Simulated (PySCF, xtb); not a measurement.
bromine (Br2), SMILES BrBr.

Harmonic wavenumbers (cm⁻¹) from xtb with GFN2-xTB at its own minimum, in rising order: 269.

Q: What does PBE0-D3(BJ)/def2-TZVP in PySCF give at its own minimum? (An estimate is asked for; the answer gives what the named calculation found.)

A: 334. Paired by order, the mean absolute difference is 65 cm⁻¹ and the zero-point energies are 0.4 and 0.5 kcal/mol.
